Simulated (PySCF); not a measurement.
Dibenzofuran, SMILES c1ccc2c(c1)oc1ccccc12 (GFN2-xTB optimised geometry):

```
21

C      3.266     1.154     0.000
C      3.317    -0.238     0.000
C      2.162    -0.996     0.000
C      0.941    -0.335     0.000
C      0.905     1.074     0.000
C      2.061     1.834     0.000
O     -0.373     1.544     0.000
C     -1.182     0.449     0.000
C     -2.565     0.449     0.000
C     -3.199    -0.781     0.000
C     -2.477    -1.972     0.000
C     -1.096    -1.971     0.000
C     -0.438    -0.748     0.000
H      4.188     1.716     0.000
H      4.278    -0.729     0.000
H      2.202    -2.074     0.000
H      2.015     2.911     0.000
H     -3.119     1.374     0.000
H     -4.278    -0.818     0.000
H     -3.010    -2.911     0.000
H     -0.537    -2.894     0.000
```

Calculation: PBE0/def2-SVP (PySCF).

**Question.** What are the frontier orbital energies and the dipole moment?

**Answer.** HOMO-2 -7.62 eV, HOMO-1 -6.67 eV, HOMO -6.51 eV, LUMO -1.06 eV, LUMO+1 -0.06 eV; dipole moment 0.69 D.

On the same geometry PBE/def2-SVP (PySCF) gives HOMO-2 -6.52 eV, HOMO-1 -5.64 eV, HOMO -5.60 eV, LUMO -1.81 eV, LUMO+1 -0.95 eV; dipole moment 0.53 D.

Meta-Löwdin charges at PBE0/def2-SVP: C1 -0.10, C2 -0.12, C3 -0.11, C4 -0.04, C5 0.19, C6 -0.14, O7 -0.27, C8 0.19, C9 -0.14, C10 -0.10, C11 -0.12, C12 -0.11, C13 -0.04, H14 0.11, H15 0.11, H16 0.11, H17 0.12, H18 0.12, H19 0.11, H20 0.11, H21 0.11.
